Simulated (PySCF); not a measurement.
C$_{2}$H$_{6}$OZn, charge -1, doublet, at a GFN2-xTB geometry (such geometries of metal compounds can be far from the true shape) (a state made from the parent by changing its charge; the spin is typed, not shown lowest); HF/STO-3G in PySCF.

Input for PySCF:
```python
from pyscf import gto, scf

mol = gto.Mole()
mol.atom = '''
    Zn    0.58546058    0.55080796    0.08695897
    C    -0.38837776   -1.30315216   -1.03237670
    C    -1.80118420   -1.04894133   -1.53447059
    H    -0.41886505   -2.10825297   -0.28824323
    H     0.22038041   -1.67851984   -1.87166753
    H    -1.80997002   -0.27063761   -2.30335162
    H    -2.44386489   -0.71548549   -0.71811260
    H    -2.28021872   -1.94305266   -1.97928690
    O     0.22724664    0.41242839    2.13860545
    H     0.48811948    1.00484365    2.84413311
'''
mol.basis = 'sto-3g'
mol.charge = -1
mol.spin = 1
mol.verbose = 4
mol.build()

mf = scf.UHF(mol)
mf.conv_tol = 1e-6
mf.kernel()
```

Question: What does PySCF print? Leave out banner, timings and long lists.

Answer: 
```
PySCF version 2.14.0

[INPUT] verbose = 4
[INPUT] num. atoms = 10
[INPUT] num. electrons = 57
[INPUT] charge = -1
[INPUT] spin (= nelec alpha-beta = 2S) = 1
[INPUT] symmetry False subgroup None
[INPUT] Mole.unit = angstrom
[INPUT] Symbol           X                Y                Z      unit          X                Y                Z       unit  Magmom
[...]
nuclear repulsion = 219.661717488543
number of shells = 23
number of NR pGTOs = 117
number of NR cGTOs = 39
basis = sto-3g
ecp = {}

******** <class 'pyscf.scf.uhf.UHF'> ********
method = UHF
initial guess = minao
damping factor = 0
level_shift factor = 0
DIIS = <class 'pyscf.scf.diis.CDIIS'>
diis_start_cycle = 1
diis_space = 8
diis_damp = 0
SCF conv_tol = 1e-06
SCF conv_tol_grad = None
SCF max_cycles = 50
direct_scf = True
direct_scf_tol = 1e-13
number electrons alpha = 29  beta = 28
Set gradient conv threshold to 0.001
init E= -1906.91362573357

cycle= 1 E= -1908.21243269701  delta_E= -1.3  |g|= 0.593  |ddm|= 2.46
cycle= 2 E= -1871.91506461775  delta_E= 36.3  |g|= 4.15  |ddm|= 7.89
cycle= 3 E= -1909.11645835296  delta_E= -37.2  |g|= 0.292  |ddm|= 7.72
cycle= 4 E= -1909.21650888428  delta_E= -0.1  |g|= 0.122  |ddm|= 0.43
cycle= 5 E= -1909.23816841619  delta_E= -0.0217  |g|= 0.0402  |ddm|= 0.259
cycle= 6 E= -1909.24124179624  delta_E= -0.00307  |g|= 0.0223  |ddm|= 0.0996
cycle= 7 E= -1909.2438639373  delta_E= -0.00262  |g|= 0.0222  |ddm|= 0.108
cycle= 8 E= -1909.24329657737  delta_E= 0.000567  |g|= 0.0209  |ddm|= 0.0226
cycle= 9 E= -1909.2410363579  delta_E= 0.00226  |g|= 0.0153  |ddm|= 0.147
cycle= 10 E= -1909.24098786513  delta_E= 4.85e-05  |g|= 0.0123  |ddm|= 0.0578
cycle= 11 E= -1909.24183200358  delta_E= -0.000844  |g|= 0.00872  |ddm|= 0.0969
cycle= 12 E= -1909.24215827851  delta_E= -0.000326  |g|= 0.00876  |ddm|= 0.037
cycle= 13 E= -1909.24205098179  delta_E= 0.000107  |g|= 0.0086  |ddm|= 0.0108
cycle= 14 E= -1909.24147070224  delta_E= 0.00058  |g|= 0.00758  |ddm|= 0.0675
cycle= 15 E= -1909.24131736371  delta_E= 0.000153  |g|= 0.00672  |ddm|= 0.0614
cycle= 16 E= -1909.24144223534  delta_E= -0.000125  |g|= 0.00637  |ddm|= 0.0521
cycle= 17 E= -1909.24155647828  delta_E= -0.000114  |g|= 0.00654  |ddm|= 0.0178
cycle= 18 E= -1909.24141805277  delta_E= 0.000138  |g|= 0.00618  |ddm|= 0.0276
cycle= 19 E= -1909.24144782665  delta_E= -2.98e-05  |g|= 0.00613  |ddm|= 0.0124
cycle= 20 E= -1909.24165509694  delta_E= -0.000207  |g|= 0.00607  |ddm|= 0.0395
cycle= 21 E= -1909.24173031874  delta_E= -7.52e-05  |g|= 0.00607  |ddm|= 0.0129
cycle= 22 E= -1909.24169923994  delta_E= 3.11e-05  |g|= 0.00609  |ddm|= 0.00827
cycle= 23 E= -1909.24170470214  delta_E= -5.46e-06  |g|= 0.00607  |ddm|= 0.00821
cycle= 24 E= -1909.24168951643  delta_E= 1.52e-05  |g|= 0.00607  |ddm|= 0.0242
cycle= 25 E= -1909.24170458495  delta_E= -1.51e-05  |g|= 0.00609  |ddm|= 0.00422
cycle= 26 E= -1909.2416471672  delta_E= 5.74e-05  |g|= 0.00603  |ddm|= 0.0115
cycle= 27 E= -1909.24158988953  delta_E= 5.73e-05  |g|= 0.00602  |ddm|= 0.0112
cycle= 28 E= -1909.24158473554  delta_E= 5.15e-06  |g|= 0.00602  |ddm|= 0.00285
cycle= 29 E= -1909.24174008752  delta_E= -0.000155  |g|= 0.00602  |ddm|= 0.0305
cycle= 30 E= -1909.24167552194  delta_E= 6.46e-05  |g|= 0.006  |ddm|= 0.0105
cycle= 31 E= -1909.24129148146  delta_E= 0.000384  |g|= 0.00586  |ddm|= 0.0576
cycle= 32 E= -1909.24083190591  delta_E= 0.00046  |g|= 0.00557  |ddm|= 0.0703
cycle= 33 E= -1909.24044619468  delta_E= 0.000386  |g|= 0.00527  |ddm|= 0.0732
cycle= 34 E= -1909.24043610342  delta_E= 1.01e-05  |g|= 0.00531  |ddm|= 0.0166
cycle= 35 E= -1909.24033925003  delta_E= 9.69e-05  |g|= 0.00524  |ddm|= 0.0176
cycle= 36 E= -1909.24012568772  delta_E= 0.000214  |g|= 0.0051  |ddm|= 0.0373
cycle= 37 E= -1909.23981686059  delta_E= 0.000309  |g|= 0.00498  |ddm|= 0.0674
cycle= 38 E= -1909.23981305723  delta_E= 3.8e-06  |g|= 0.005  |ddm|= 0.00381
cycle= 39 E= -1909.23981601389  delta_E= -2.96e-06  |g|= 0.00491  |ddm|= 0.0115
cycle= 40 E= -1909.2398072528  delta_E= 8.76e-06  |g|= 0.00489  |ddm|= 0.0115
cycle= 41 E= -1909.23981845848  delta_E= -1.12e-05  |g|= 0.0049  |ddm|= 0.0159
cycle= 42 E= -1909.23981786576  delta_E= 5.93e-07  |g|= 0.0049  |ddm|= 0.000726
cycle= 43 E= -1909.23976204867  delta_E= 5.58e-05  |g|= 0.0049  |ddm|= 0.0125
cycle= 44 E= -1909.23982010435  delta_E= -5.81e-05  |g|= 0.00493  |ddm|= 0.0118
cycle= 45 E= -1909.23968710837  delta_E= 0.000133  |g|= 0.00474  |ddm|= 0.0297
cycle= 46 E= -1909.23947266176  delta_E= 0.000214  |g|= 0.00424  |ddm|= 0.0928
cycle= 47 E= -1909.23935324476  delta_E= 0.000119  |g|= 0.0041  |ddm|= 0.0685
cycle= 48 E= -1909.23937878051  delta_E= -2.55e-05  |g|= 0.0041  |ddm|= 0.0216
cycle= 49 E= -1909.23936085716  delta_E= 1.79e-05  |g|= 0.00407  |ddm|= 0.0115
cycle= 50 E= -1909.23932727  delta_E= 3.36e-05  |g|= 0.00409  |ddm|= 0.0105
SCF not converged.
SCF energy = -1909.23932727 after 50 cycles  <S^2> = 0.78971028  2S+1 = 2.0393237
```

Convergence was not reached.
